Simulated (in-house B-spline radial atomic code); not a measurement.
Values are calculated unless marked as measured or tabulated.
**C6 from the polarisability at imaginary frequency: the sulfur ion S⁴⁺**

B3LYP (VWN-RPA) linear response of the closed shell [Ne] 3s2, from an all-electron radial atomic-structure program (B-spline basis); scalar-relativistic (spin-free one-electron X2C), finite nucleus, no spin-orbit coupling.

The dispersion coefficient of two like species is C6 = (3/π) ∫ α(iu)² du from 0 to ∞.

```json
{"u (hartree)": "0", "α(iu) (bohr³)": "4.147"}
{"u (hartree)": "0.335", "α(iu) (bohr³)": "3.158"}
{"u (hartree)": "0.783", "α(iu) (bohr³)": "1.574"}
{"u (hartree)": "1.34", "α(iu) (bohr³)": "0.7695"}
{"u (hartree)": "2.24", "α(iu) (bohr³)": "0.3643"}
{"u (hartree)": "3.35", "α(iu) (bohr³)": "0.2085"}
{"u (hartree)": "5.03", "α(iu) (bohr³)": "0.1239"}
{"u (hartree)": "7.83", "α(iu) (bohr³)": "0.07156"}
{"u (hartree)": "11.2", "α(iu) (bohr³)": "0.0447"}
{"u (hartree)": "16.8", "α(iu) (bohr³)": "0.02478"}
{"u (hartree)": "28", "α(iu) (bohr³)": "0.0108"}
{"u (hartree)": "55.9", "α(iu) (bohr³)": "0.00314"}
```

Problem. Fit one oscillator, α(iu) = α(0)/(1 + u²/ω²), through u = 0.335 and estimate C6.

Solution. From α(0)/α(iu) − 1 = 4.147/3.158 − 1 = 0.3132, ω = u/√0.3132 = 0.5986 hartree (16.3 eV). London's formula gives C6 = (3/4) α(0)² ω = 0.75 × 4.147² × 0.5986 = 7.721 hartree·bohr⁶, and the oscillator holds f = α(0) ω² = 1.49 electrons, of a sum of oscillator strengths of 12.0.

Problem. How does that compare with the full integral?

Solution. The program's quadrature over all excitations gives C6 = 8.005, so the single oscillator is off by -3.5 %. At the last point the fit gives α = 0.000476 against 0.00314: higher excitations, and deeper shells where there are any, keep the true curve higher at large u.
